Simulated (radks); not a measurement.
Values are calculated unless marked as measured or tabulated.
Charge is removed step by step from the 4s1/2 level of neutral cobalt, starting from [Ar] 3d7 4s2. Level of theory: Dirac Kohn-Sham, PBEsol, spin-unpolarised, spherical densities, finite nucleus; open shells are shared between the two j in proportion to 2j + 1; Fermi nuclear charge, rms radius 3.7875 fm (a radial shooting solver on a logarithmic mesh with Libxc functionals).

\begin{tabular}{lrrr}
removed (e) & E - E(0) (eV) & eigenvalue (eV) & E minus straight line (eV) \\ \hline
0 & 0.000 & -5.489 & 0.000 \\
0.25 & 1.586 & -7.214 & -0.675 \\
0.5 & 3.613 & -9.008 & -0.910 \\
0.75 & 6.095 & -10.858 & -0.690 \\
1 & 9.046 & -12.758 & 0.000 \\
\end{tabular}

Removing the whole electron costs 9.046 eV by Delta-SCF, against 5.489 eV from minus the eigenvalue at the starting occupation. Slater's transition state (half an electron removed) gives 9.008 eV. Integrating minus the eigenvalue over the occupation (Janak's theorem) gives 9.046 eV. The mean slope of the eigenvalue, de/dn, is 7.27 eV per electron.
